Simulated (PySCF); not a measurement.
# How methods differ on the excitation energy of Sc²⁺

Sc²⁺ [Ar] 3d1 (2D) → Sc²⁺ [Ar] 4s1 (2S), as a difference of total energies. Calculation: PySCF 2.14, in aug-cc-pVTZ-DK (8s7p5d3f2g, 93 functions); scalar relativity by spin-free X2C-1e. The calculations carry no spin-orbit coupling.

```tsv
method	excitation energy (eV)
UHF	2.913
LDA	3.429
PBE	3.526
PBE0	3.536
r2SCAN	3.756
BLYP	3.388
r2SCANh	3.721
wB97X	3.816
M06-L	3.982
```

A first-order spin-orbit estimate (lowest level to lowest level, LS coupling) adds 0.016 eV.
